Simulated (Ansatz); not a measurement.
Cost and result up the ladder for GaH2(SiH3) (GaSiH₅) (7 atoms). Charge 0, multiplicity 1. Geometry: B3LYP-D4/def2-TZVP.

```xyz
7

Ga    1.2566   -0.3318    0.4709
H     1.9920   -1.6318   -0.0297
H     2.0084    0.5855    1.5073
Si   -0.9545    0.2426   -0.3413
H    -1.7305    1.0190    0.6583
H    -1.7417   -0.9637   -0.7014
H    -0.8304    1.0802   -1.5641
```

Ansatz on 2 threads of AMD EPYC 7R13 on a shared host. Times are rough, and most runs start from the orbitals of an earlier one. r2SCAN0-D4/def2-TZVP serves as the yardstick here, not as an exact answer. Differences are given only for rows in sets of like size (and for xTB, whose basis is part of the method), since another set adds its own error. Binding counts from free atoms at the same level (Ga doublet, H doublet, Si triplet; other spins of the atoms weren't run), without zero-point energy or a counterpoise term.

The 6-31G sets use Cartesian d functions. B3LYP takes the VWN-RPA correlation. Correlated methods freeze 14 core orbitals; core or outer-core shells of Ga are correlated, in sets that lack core-valence functions.

Correlated methods converge slowly with the basis.

| level | functions | wall time | binding energy per atom (eV) | difference from r2SCAN0-D4/def2-TZVP (eV) |
| --- | --- | --- | --- | --- |
| LDA (SPW92)/def2-TZVP | 115 | 0.55 s | 2.79 | 0.25 |
| PBE-D4/def2-SVP | 75 | 0.55 s | 2.49 | – |
| HF/def2-TZVP | 115 | 0.6 s | 1.96 | -0.59 |
| B3LYP-D4/6-31G | 52 | 0.7 s | 2.44 | – |
| revPBE-D4/def2-TZVP | 115 | 0.75 s | 2.47 | -0.08 |
| PBE-D4/def2-TZVP (with forces) | 115 | 1.1 s | 2.49 | -0.05 |
| B3LYP-D4/def2-TZVP | 115 | 1.1 s | 2.54 | -0.01 |
| PBE0-D4/def2-TZVP | 115 | 1.2 s | 2.51 | -0.04 |
| PBE-D4/def2-TZVPD | 142 | 1.2 s | 2.50 | -0.05 |
| r2SCAN-D4/def2-TZVP | 115 | 1.6 s | 2.56 | 0.01 |
| PBE0-D4/def2-TZVPD | 142 | 1.6 s | 2.51 | -0.04 |
| r2SCAN0-D4/def2-TZVP | 115 | 1.8 s | 2.55 | 0.00 |
| r2SCAN-D4/def2-TZVPD | 142 | 2.3 s | 2.56 | 0.01 |
| CCSD(T)/def2-TZVPD | 142 | 9.5 s | 2.48 | -0.06 |
